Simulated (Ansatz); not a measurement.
Born–Oppenheimer molecular dynamics of CH5BClFO (10 atoms, charge 0, multiplicity 1). It starts at the highest image of a converged band. Of that band: Neighbouring images differ by up to 1.4 eV, so the band resolves the path poorly. A vibrational analysis at the climbing image gives one clearly imaginary mode, 1286i cm⁻¹: a first-order saddle point.

These are results of RKS PBE-D4/def2-mTZVP (Ansatz 0.2.0), not measurements.

- ensemble: NVE (velocity Verlet)
- time step: 0.5 fs
- steps asked: 200
- starting velocities drawn for: 300 K
- seed: 8729

First frame:

```xyz
10
Properties=species:S:1:pos:R:3
B -0.045 -0.392 0.140
C -0.005 0.024 1.885
H -0.883 -0.144 2.525
H 0.929 -0.153 2.439
H -0.019 1.097 1.647
F 1.058 0.120 -0.460
Cl -1.671 0.108 -0.562
O 0.047 -1.938 0.267
H -0.814 -2.334 0.019
H -0.055 -1.254 1.337
```

**Question.** How far do the bonds stretch over the last three quarters of this one trajectory? (Pairs bonded in most of those frames.)

**Answer.** 
```tsv
bond	mean (Å)	spread (Å)	shortest	longest
B1–F6	1.346	0.046	1.27	1.45
B1–Cl7	1.802	0.063	1.70	1.92
B1–O8	1.372	0.059	1.27	1.47
C2–H3	1.101	0.013	1.08	1.12
C2–H4	1.102	0.010	1.08	1.12
C2–H5	1.099	0.005	1.09	1.11
C2–H10	1.101	0.014	1.07	1.13
O8–H9	0.978	0.023	0.94	1.01
```

Mean temperature of the second half: 2093 K. The conserved energy stayed within 0.12 meV per atom of its start (net change 0.066 meV per atom), so the integration is sound. The kinetic energy rose, since the run started high on the potential surface and went downhill. It ends in pieces (BClFHO + CH4), so much of that is their flight and rotation, not heat. A run of 0.1 ps of so small a system gives no equilibrium averages. The orbitals stay closed-shell, which can raise the energy where a bond breaks towards radicals; this wasn't checked here.

The run took 3.9 min on 4 threads of Arm Neoverse V1, on a shared host, peak memory 0.23 GiB.
